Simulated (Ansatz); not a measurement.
Ga₅As₄⁺, relaxed as a singlet with RKS PBE-D4/def2-SVP in Ansatz, starting from the GFN2-xTB geometry. Force threshold 0.03 eV/Å.

Another isomer (singlet) lies 0.20 eV lower at PBE0-D4/def2-TZVP; other spin states weren't run for this one.

Start:

```xyz
9

Ga   -2.203    0.800   -0.624
Ga    0.543   -1.656   -3.940
Ga    1.021    2.669   -0.553
Ga   -0.927    0.571    4.168
Ga    2.247   -0.658    0.592
As   -0.370   -1.796   -0.815
As   -0.100    1.124    1.672
As    0.567    0.121   -1.931
As   -0.777   -1.174    1.431
```

```csv
step,energy (eV),largest force component (eV/Å),SCF passes
1,-505117.5633,0.589,24
2,-505117.6493,0.304,23
3,-505117.7037,0.277,24
4 (rejected),-505117.6148,0.959,27
5,-505117.7449,0.182,22
6,-505117.7511,0.168,23
7,-505117.7526,0.167,23
8,-505117.7593,0.039,23
9,-505117.7604,0.017,23
10,-505117.7607,0.010,22
```

Force components are those of the run's own axes.

End:

Cartesian coordinates in Å:
```
Ga -2.102 0.605 -0.549
Ga 0.674 -1.307 -4.045
Ga 0.934 2.441 -0.502
Ga -0.811 0.949 4.121
Ga 2.046 -0.751 0.579
As -0.390 -1.869 -0.814
As -0.077 1.047 1.546
As 0.529 0.130 -1.788
As -0.803 -1.245 1.452
```

By distances, no bond broke or formed. The bond that changes most is Ga3–As8, from 2.93 to 2.68 Å (atoms count from 1).

The force fell under the threshold at step 9, but the optimiser went on. No frequencies were taken in this run, so the end may be a saddle point.

It took 27 s on 6 threads of Intel Xeon 6975P-C on a shared host, peak host memory 0.95 GiB.
